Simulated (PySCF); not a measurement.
A structure optimised at B3LYP-D3(BJ)/def2-SVP, used in a PySCF frequency run:

```xyz
7

Te     0.2312     0.0321     0.7354
Cl     0.8228     1.9406    -0.6324
S     -0.3835    -1.5692    -0.9270
C     -2.0968    -1.0877    -1.3709
H     -2.7620    -1.1350    -0.4987
H     -2.4285    -1.8126    -2.1299
H     -2.1029    -0.0784    -1.8033
```

Problem. Write its SMILES and formula.

Solution. CS[Te]Cl, CH3ClSTe

Problem. What are its rotational constants (standard atomic weights)?

Solution. 3.1061, 1.4829, 1.1264 GHz
